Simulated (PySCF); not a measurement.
Telling isomers of C₅H₉FO₂Si apart by NMR

- geometry from GFN2-xTB
- NMR shieldings at PBE0/pcSseg-1/GIAO
- run in PySCF 2.14.0 with density-fitted response routines
- isolated molecule, no relativistic terms, a single conformation, averaged over atoms made equivalent by symmetry, fast rotation or ring inversion

Referencing at the same level of theory: ¹H, ¹³C against TMS. Splittings of carbon signals by F and P are missing where no couplings were computed. Where no couplings were computed, multiplicities follow the n + 1 count of equivalent neighbours, and m marks all less simple cases (inequivalent or close neighbours, rings, F or P nearby). Shifts are as computed. Against solution values, carbons near 30 ppm lie about +3 ppm off and those near 130 ppm about +5 ppm. Of 1309 compounds with measured shifts, 239 miss one by over three times the rms of a fit or turn the order of signals round; such compounds aren't used in these exercises. OH and NH positions are gas-phase values without hydrogen bonding to other molecules.

(1) Tabulate the signals of `O=C/C=C(\CCF)[SiH2]O`, `CO[SiH2]CC(=C=O)CF`, `CCO[SiH2]/C(F)=C\C=O`, `CO[C@H]1C=C(F)C[SiH2]O1` and their relative energies.

(2) What is the quickest way to tell CO[SiH2]CC(=C=O)CF from CO[C@H]1C=C(F)C[SiH2]O1?

(3) What is the quickest way to tell O=C/C=C(\CCF)[SiH2]O from CCO[SiH2]/C(F)=C\C=O?

(4) What is the quickest way to tell O=C/C=C(\CCF)[SiH2]O from CO[C@H]1C=C(F)C[SiH2]O1?

## Answers

(1) 
| SMILES | carbon types | δC | δH | E rel. (kcal/mol) |
| --- | --- | --- | --- | --- |
| O=C/C=C(\CCF)[SiH2]O | 1×C 2×CH 2×CH2 | 191.6, 174.0, 145.8, 93.6, 35.1 | 10.46 (d, 1H), 6.47 (d, 1H), 5.10 (s, 2H), 4.99 (m, 2H), 3.23 (m, 2H), 2.15 (br s, 1H) | 0.9 |
| CO[SiH2]CC(=C=O)CF | 2×C 2×CH2 1×CH3 | 206.8, 86.4, 54.3, 29.8, 10.1 | 5.63 (m, 2H), 4.97 (t, 2H), 3.82 (s, 3H), 1.52 (t, 2H) | 10.7 |
| CCO[SiH2]/C(F)=C\C=O | 1×C 2×CH 1×CH2 1×CH3 | 198.4, 194.6, 136.5, 63.8, 20.4 | 10.38 (m, 1H), 6.62 (m, 1H), 5.28 (m, 2H), 4.04 (q, 2H), 1.46 (t, 3H) | 9.4 |
| CO[C@H]1C=C(F)C[SiH2]O1 | 1×C 2×CH 1×CH2 1×CH3 | 171.5, 114.2, 99.5, 57.4, 12.7 | 5.74 (m, 1H), 5.28 (m, 1H), 5.12 (m, 1H), 4.88 (m, 1H), 3.64 (s, 3H), 2.02 (m, 1H), 1.74 (m, 1H) | 0.0 |

Energies are electronic energies at PBE0/pcSseg-1 on these geometries, without zero-point or thermal terms, each for the one conformer computed, which needn't be the lowest.

(2) Both give the same number of carbon signals, but DEPT or the intensities differ. The first has an allylic sp3 CH2 bonded to F at 86.4 ppm, the second an alkene CH at 114.2 ppm. Their most deshielded carbons lie at 206.8 and 171.5 ppm.

(3) Both give the same number of carbon signals, but DEPT or the intensities differ. The first has an sp3 CH2 bonded to F at 93.6 ppm, the second a methyl carbon (CH3) at 20.4 ppm. Their most deshielded carbons lie at 191.6 and 198.4 ppm.

(4) Both give the same number of carbon signals, but DEPT or the intensities differ. The first has an aldehyde carbonyl carbon (CH) at 191.6 ppm, the second a methyl carbon bonded to O (CH3) at 57.4 ppm. Their most deshielded carbons lie at 191.6 and 171.5 ppm. In the proton spectra the most deshielded non-exchanging signals are 10.46 (d, 1H) and 5.74 (m, 1H).
